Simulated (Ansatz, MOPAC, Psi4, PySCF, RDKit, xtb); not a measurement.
Complex: CH5N (SMILES CN) (first 7 atoms) with CH4S (SMILES CS); geometry from B3LYP-D3(BJ)/def2-TZVP, rigid monomers moved along the line of their centres of mass till N2···H13 is 2.48 Å.
(charge 0, multiplicity 1):
```xyz
13

C      0.41790     0.39043     0.46302
N     -0.36245    -0.81726     0.73830
H      1.42491     0.26215     0.86161
H     -0.03482     1.23312     0.98713
H      0.50299     0.64915    -0.59934
H      0.06953    -1.63557     0.32694
H     -1.29530    -0.74311     0.35045
C      1.16241     0.11039     4.60626
S     -0.64502    -0.07192     4.45245
H      1.55048     0.82856     3.88601
H      1.35937     0.48155     5.61056
H      1.66517    -0.84711     4.48318
H     -0.63848    -0.56661     3.19119
```

```
level                              interaction energy (kcal/mol)  cost
---------------------------------  -----------------------------  ----
MMFF94                                                     -2.53     -
UFF                                                        -0.45     -
GFN-FF                                                     -3.28     -
AM1                                                        -0.73     -
PM6                                                        -2.77     -
PM7                                                        -3.91     -
GFN1-xTB                                                   -2.73     -
GFN2-xTB                                                   -3.41     -
HF/STO-3G (no counterpoise)                                -1.12     -
HF/3-21G (no counterpoise)                                 -4.26     -
HF/6-31G*                                                  -1.59     -
HF/6-31G* (no counterpoise)                                -2.25     -
HF/aug-cc-pV(D+d)Z                                         -1.22     -
PBE/def2-TZVPPD                                            -2.91    ×1
PBE-D3(BJ)/def2-TZVPPD                                     -4.10    ×1
PBE-D4/def2-TZVPPD                                         -4.09    ×1
BP86/6-31G* (no counterpoise)                              -3.48     -
r2SCAN/def2-TZVPPD                                         -3.04    ×2
r2SCAN-D3(BJ)/def2-TZVPPD                                  -3.61    ×2
r2SCAN-D4/def2-TZVPPD                                      -3.54    ×2
B3LYP/3-21G (no counterpoise)                              -6.23     -
B3LYP/6-31G*                                               -2.55     -
B3LYP/6-31G* (no counterpoise)                             -3.53     -
B3LYP/6-311+G** (no counterpoise)                          -2.73     -
B3LYP/def2-TZVPPD                                          -1.90    ×2
B3LYP-D3(BJ)/def2-TZVPPD                                   -3.67    ×2
B3LYP-D4/def2-TZVPPD                                       -3.60    ×2
PBE0/def2-TZVPPD                                           -2.71    ×1
PBE0-D3(BJ)/def2-TZVPPD                                    -3.87    ×1
PBE0-D4/def2-TZVPPD                                        -3.83    ×1
M06-2X/6-31G* (no counterpoise)                            -4.59     -
wB97X-V/def2-TZVPPD                                        -3.45    ×3
wB97M-V/def2-TZVPPD                                        -3.33    ×4
MP2/6-31G*                                                 -2.88     -
MP2/6-31G* (no counterpoise)                               -4.26     -
MP2/aug-cc-pV(D+d)Z                                        -3.38     -
SCS-MP2/aug-cc-pV(D+d)Z                                    -2.76     -
CCSD/aug-cc-pV(D+d)Z                                       -2.81     -
CCSD(T)/aug-cc-pV(D+d)Z                                    -3.14   ×20
SAPT0/jun-cc-pV(D+d)Z                                      -3.08     -
```

The rows run from -6.23 (B3LYP/3-21G (no counterpoise)) to -0.45 kcal/mol (UFF). In aug-cc-pV(D+d)Z the value moves HF -1.22, MP2 -3.38, CCSD -2.81, CCSD(T) -3.14, a shift of -1.92 from HF to CCSD(T). The dispersion term adds -1.18 in PBE-D3(BJ), -1.18 in PBE-D4, -0.58 in r2SCAN-D3(BJ). The 6 functionals in def2-TZVPPD without D3 or D4 span 1.54, from wB97X-V to B3LYP.

Monomers are frozen at their geometry in the pair; levels with a basis set take the counterpoise correction. Rows marked so take none. RDKit's UFF carries no charges.

Cores are frozen in the correlated methods. Rows in 3-21G, 6-311+G**, 6-31G*, STO-3G carry no dispersion term and start afresh at each structure (6-31G* with six Cartesian d functions). MP2/6-31G* freezes PySCF's default core. The state that AM1, PM6, PM7 reach isn't checked; PM7 holds dispersion and hydrogen-bond terms.

Run with Ansatz (a first-principles code); MOPAC for AM1, PM6, PM7 (differences of heats of formation); Psi4 for SAPT; PySCF for 3-21G rows, 6-311+G** rows, 6-31G* rows, STO-3G rows, the dispersion terms; RDKit for the force fields; xtb for the GFN methods. 

Costs are rough ratios of core time to PBE/def2-TZVPPD (about 8 s over the structures, on one shared machine); a dash marks a level with no comparable run of its own.
